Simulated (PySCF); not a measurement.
Ti(Cl)(OH)(Me)2 (C2H7ClOTi), SMILES [Cl][Ti]([CH3])([OH])[CH3], multiplicity 1.

The structure is a stationary point at PBE0-D3(BJ)/def2-SVP. The multiplicity is an assumed one; other spin states were not compared. The values are those of a single conformer.

Two levels are set side by side: TDDFT-PBE/def2-SVPD (PySCF) and TDDFT-B3LYP/def2-SVPD (PySCF). Vertical, same geometry. The lowest singlet is HOMO→LUMO 100 % with PBE and HOMO→LUMO 98 % with the other functional; states are paired by order. Differences are taken from unrounded values.

```csv
quantity,TDDFT-B3LYP,TDDFT-PBE,TDDFT-PBE minus TDDFT-B3LYP
lowest singlet excitation (eV),3.53,3.43,-0.09
lowest triplet excitation (TDA) (eV),3.21,3.08,-0.13
```

Rough cost on one machine, each run with all the roots and properties that it gave: TDDFT-B3LYP against TDDFT-PBE about 4 times.
